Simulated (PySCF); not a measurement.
The group X on HS-X is varied. All species are isolated molecules in the gas phase. One relaxed conformer stands for each flexible species; it need not be the lowest. Strings in code marks are SMILES.

The numbers are results of PBE-D3(BJ)/def2-TZVP // B3LYP-D3(BJ)/def2-TZVP in PySCF, not measurements. All candidates: neutral, multiplicity 1. Excitations are Tamm–Dancoff values on a coarser integration grid. The basis has no diffuse functions, so Rydberg states are missing or too high.

- HOMO: -6.30 eV
- T1 excitation (TDA): 5.43 eV
- LUMO: -0.64 eV

Problem. Say which member has these values.
A. `OB(O)S`
B. `N#CS`
C. `CS(=O)(=O)S` (O–S–S–H torsion 30°)
D. `OCS` (H–O–C–S torsion 52°, O–C–S–H torsion 65°)

Solution. A, `OB(O)S`. The others give `CS(=O)(=O)S` (O–S–S–H torsion 30°): -6.89 eV, 4.27 eV, -2.26 eV; `OCS` (H–O–C–S torsion 52°, O–C–S–H torsion 65°): -5.92 eV, 5.01 eV, -0.61 eV; `N#CS`: -7.05 eV, 4.73 eV, -2.03 eV
